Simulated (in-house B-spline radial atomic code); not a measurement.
Ba8+: [Kr] 4d10 5s1 (6g9/2)1 (an excited or competing configuration)

Level of theory: Dirac-Hartree-Fock, average of the jj configuration, Fermi nucleus of rms radius 4.8378 fm; calculated with an all-electron radial atomic-structure program (B-spline basis).

Screening seen three ways: the hydrogenic charge with the same mean radius, Z_r = [3n² - l(l+1)]/(2<r>), the one with the same energy, Z_e = n√(-2ε), and Slater's rules. Values are occupation-weighted means over j. An effective charge above Z reflects the relativistic contraction of the inner shells.

```csv
shell,electrons,ε (eV),<r> (bohr),Z_r,Z_e,Slater
1s,2,-37777,0.02557,58.65,52.69,55.70
2s,2,-6175.5,0.1092,54.97,42.61,51.85
2p,6,-5553.2,0.09599,52.09,40.41,51.85
3s,2,-1441,0.2902,46.52,30.87,44.75
3p,6,-1235.5,0.2883,43.36,28.59,44.75
3d,10,-932.45,0.2655,39.54,24.84,34.85
4s,2,-392.88,0.6719,35.72,21.49,28.25
4p,6,-323.25,0.7102,32.39,19.50,28.25
4d,10,-217.98,0.7823,26.84,16.01,16.85
5s,1,-138.08,1.46,25.68,15.93,12.70
6g,1,-31.038,4.768,9.23,9.06,-
```

The least bound orbital is 6g9/2 at -31.04 eV, and it is also the most diffuse (<r> = 4.768 bohr).

For the 1s electron the small component carries 4.28 % of the norm, the zero-frequency Breit interaction raises the level by 97.68 eV, self-energy by 56.65 eV, and vacuum polarisation lowers it by 8.185 eV.
